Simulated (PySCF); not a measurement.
# Pb+ (lead, charge +1) across methods

[Xe] 4f14 5d10 6s2 6p1, 2P determinant. Computed with PySCF 2.14 in x2c-TZVPPall with one added diffuse shell each of s, p, d, f type (12s8p7d4f, 99 functions), with the spin-free X2C one-electron Hamiltonian (Gaussian nucleus). The B2PLYP total includes its PT2 part (frozen core); its orbital energies are those of the SCF part.

```json
{"method": "r2SCAN", "E (hartree)": "-20885.67", "mean ε 6s α (eV)": "-19.796", "mean ε 6s β (eV)": "-19.030", "mean ε 6p α (eV)": "-10.542", "Σ⟨r²⟩ (bohr²)": "57.07", "⟨S²⟩": "0.753"}
{"method": "PBE0", "E (hartree)": "-20885.42", "mean ε 6s α (eV)": "-20.643", "mean ε 6s β (eV)": "-19.767", "mean ε 6p α (eV)": "-11.210", "Σ⟨r²⟩ (bohr²)": "57.21", "⟨S²⟩": "0.752"}
{"method": "r2SCAN0", "E (hartree)": "-20885.41", "mean ε 6s α (eV)": "-20.941", "mean ε 6s β (eV)": "-19.953", "mean ε 6p α (eV)": "-11.439", "Σ⟨r²⟩ (bohr²)": "57.06", "⟨S²⟩": "0.753"}
{"method": "B2PLYP", "E (hartree)": "-20884.15", "mean ε 6s α (eV)": "-21.648", "mean ε 6s β (eV)": "-20.519", "mean ε 6p α (eV)": "-11.984", "Σ⟨r²⟩ (bohr²)": "57.53", "⟨S²⟩": "0.753"}
{"method": "TPSSh", "E (hartree)": "-20884.85", "mean ε 6s α (eV)": "-19.910", "mean ε 6s β (eV)": "-19.125", "mean ε 6p α (eV)": "-10.634", "Σ⟨r²⟩ (bohr²)": "57.20", "⟨S²⟩": "0.751"}
{"method": "UHF", "E (hartree)": "-20879.63302", "mean ε 6s α (eV)": "-23.285", "mean ε 6s β (eV)": "-21.442", "mean ε 6p α (eV)": "-13.497", "Σ⟨r²⟩ (bohr²)": "57.83", "⟨S²⟩": "0.757"}
{"method": "PBE", "E (hartree)": "-20885.69", "mean ε 6s α (eV)": "-19.439", "mean ε 6s β (eV)": "-18.858", "mean ε 6p α (eV)": "-10.242", "Σ⟨r²⟩ (bohr²)": "57.33", "⟨S²⟩": "0.751"}
{"method": "LDA", "E (hartree)": "-20873.13", "mean ε 6s α (eV)": "-19.767", "mean ε 6s β (eV)": "-19.273", "mean ε 6p α (eV)": "-10.346", "Σ⟨r²⟩ (bohr²)": "57.18", "⟨S²⟩": "0.750"}
```

Spin-orbit coupling, absent here, splits the open shell strongly.
